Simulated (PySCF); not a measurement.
C6H8FSi (doublet state).
Numbering: `[CH3:1][C:2]#[C:3][Si:4]1[CH2:5][CH:6]([F:7])[CH2:8]1` (hydrogens: H9, H10, H11 on C1; H12, H13 on C5; H14 on C6; H15, H16 on C8)

Method used: UKS B3LYP, pcH-1 on C F H Si, non-relativistic, mean-field spin-orbit, GIAO in PySCF 2.14.0. One conformer (not necessarily the lowest) at the GFN2-xTB geometry, without solvent, vibrations or thermal averaging. A GFN2-xTB geometry isn't a minimum of the functional, and hyperfine couplings can be far from their values at a DFT geometry, by a factor of two or more for some ions and for spin on atoms past the first row. No stability test was run, so a lower SCF solution isn't excluded.

Question: Give the principal g shifts and their parts.

Answer: 
```tsv
Δg (ppm)	1	2	3
relativistic mass correction	-156	-156	-156
gauge correction	31	56	85
orbital Zeeman/spin–orbit	-264	1112	1284
total	-389	1012	1213
```

So g = 2.00193, 2.00333, 2.00353 and g_iso = 2.00293; the tensor is close to axial: the two nearest values differ by 13 % of g3 − g1. Axes: g2 points within 15° of the C2–C3 bond.

Question: What are the electron Larmor frequencies g μB B/h along the three axes at 330 mT?

Answer: 9.2464, 9.2529, 9.2538 GHz for g1, g2 and g3, a range of 7.4 MHz.

Question: At 9.656 GHz, how far is the centre of the isotropic spectrum from where a free electron (g = 2.002319) resonates?

Answer: B = hν/(g μB) with μB/h = 13.99624 MHz/mT gives 344.55 mT for the free electron and 344.44 mT at g_iso, 0.11 mT lower.

Question: How much does each term add to the isotropic shift?

Answer: The orbital-Zeeman/spin–orbit term 710, the mass correction -156 and the gauge correction 57 ppm, for a total of 612 ppm. The orbital-Zeeman/spin–orbit term is the largest in size. The mass correction is the same along every axis, so the anisotropy comes from the other two: their spans along these axes are 54 (gauge) and 1548 ppm (orbital Zeeman/spin–orbit).

Question: In a frozen sample, at which fields do the three g values resonate at 9.5, 34, 94 and 263 GHz (hyperfine left aside), and which band first spreads them over more than twice a line width of 1.0 mT?

Answer: 
```
band    GHz  B(g3) mT  B(g2) mT  B(g1) mT  spread mT
   X    9.5    338.78    338.81    339.05       0.27
   Q   34.0   1212.47   1212.59   1213.44       0.97
   W   94.0   3352.12   3352.46   3354.81       2.68
   J  263.0   9378.81   9379.75   9386.32       7.50
```

The spread grows in proportion to the frequency. W band is the first where it exceeds 2.0 mT.

The Mulliken spin populations are largest on Si4 (+0.80), C2 (+0.15) and C3 (-0.07). The angles at Si4 add up to 306.7°, so it is pyramidal.

The HOMO–LUMO gaps are 5.21 eV among the α and 4.38 eV among the β orbitals.
